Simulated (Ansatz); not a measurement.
CH4AlBrSe (`C[Se][AlH][Br]`). Charge 0, multiplicity 1. The geometry is a stationary point of PBE0-D4/def2-TZVP. It is one conformer, not always the lowest.

```xyz
8

C    -0.756   -0.907   -0.884
Se    0.365   -1.226    0.695
Al    1.015    0.904    1.236
Br    0.295    2.642   -0.019
H    -0.810    0.156   -1.108
H    -0.315   -1.444   -1.720
H    -1.749   -1.295   -0.669
H     1.954    1.168    2.469
```

Problem. What is the dipole moment at B3LYP/def2-TZVPP? (Estimate.)

Solution. Computed: 1.02 D, with components (-0.51, -0.65, -0.60) D in this frame, pointing from negative to positive charge.

Problem. And with PBE, r2SCAN, ωB97M-V? (Best estimate.)

Solution. The calculation gave: PBE 1.12 D, r2SCAN 1.11 D, ωB97M-V 0.91 D.

Problem. Give the Mulliken charges with B3LYP, ωB97M-V, PBE in def2-TZVPP. (Estimate.)

Solution. Ansatz gave: 
| atom | B3LYP | ωB97M-V | PBE |
| --- | --- | --- | --- |
| C1 | -0.34 | -0.38 | -0.33 |
| Se2 | -0.11 | -0.11 | -0.10 |
| Al3 | 0.40 | 0.36 | 0.35 |
| Br4 | -0.25 | -0.22 | -0.23 |
| H5 | 0.13 | 0.14 | 0.13 |
| H6 | 0.13 | 0.15 | 0.14 |
| H7 | 0.13 | 0.15 | 0.14 |
| H8 | -0.11 | -0.08 | -0.09 |

B3LYP here is the variant with VWN-RPA as its local correlation; programs differ in this.
